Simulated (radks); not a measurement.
Q: Radial electron density D(r) = 4 pi r^2 rho(r) of an atom or ion with 46 electrons. Method: Dirac Kohn-Sham, BLYP, spin-unpolarised, spherical densities, finite nucleus; Fermi nuclear charge, rms radius of each element as measured or else 0.836 A^(1/3) + 0.57 fm; computed with a radial shooting solver on a logarithmic mesh with Libxc functionals.

```
   r/bohr * D(r) (the largest magnitude, 73.9, reaches the edge; | marks zero)
 0.001883 |  *
 0.002158 |  *
 0.002472 |   *
 0.002855 |    *
 0.003271 |      *
 0.003747 |       *
 0.004293 |         *
 0.004919 |           *
 0.005635 |              *
 0.006456 |                 *
 0.007397 |                    *
 0.008475 |                       *
 0.009709 |                           *
  0.01112 |                               *
  0.01274 |                                   *
  0.01472 |                                      *
  0.01686 |                                         *
  0.01932 |                                           *
  0.02213 |                                           *
  0.02536 |                                           *
  0.02905 |                                         *
  0.03328 |                                       *
  0.03813 |                                      *
  0.04369 |                                     *
  0.05005 |                                     *
  0.05734 |                                        *
   0.0657 |                                            *
  0.07527 |                                                 *
  0.08693 |                                                     *
  0.09959 |                                                      *
   0.1141 |                                                    *
   0.1307 |                                               *
   0.1498 |                                         *
   0.1716 |                                     *
   0.1966 |                                   *
   0.2252 |                                     *
    0.258 |                                         *
   0.2956 |                                           *
   0.3387 |                                         *
    0.388 |                                  *
   0.4446 |                         *
   0.5134 |                 *
   0.5882 |            *
   0.6739 |           *
   0.7721 |           *
   0.8846 |            *
    1.013 |           *
    1.161 |          *
     1.33 |       *
    1.524 |     *
    1.746 |   *
        2 |  *
    2.292 | *
    2.647 |*
    3.032 |*
    3.474 *
     3.98 *
     4.56 *
    5.224 *
    5.985 *
```

What is the nuclear charge?

A: Z = 46. The innermost maximum, from 1s, lies near gamma/Z bohr with gamma = sqrt(1 - (Z/c)^2) = 0.942, here 0.0205 bohr (found: 0.0225), and its height grows with Z. The density is that of neutral palladium in [Kr] 4d10; the configuration itself is not fixed sharply by these data, and Z only to a few units. D(r) has 4 maxima, at r = 0.0225, 0.0988, 0.298, 0.906 bohr, and minima at 0.0447, 0.193, 0.679 bohr, inside which lie 2.05, 11.14, 29.07 electrons.
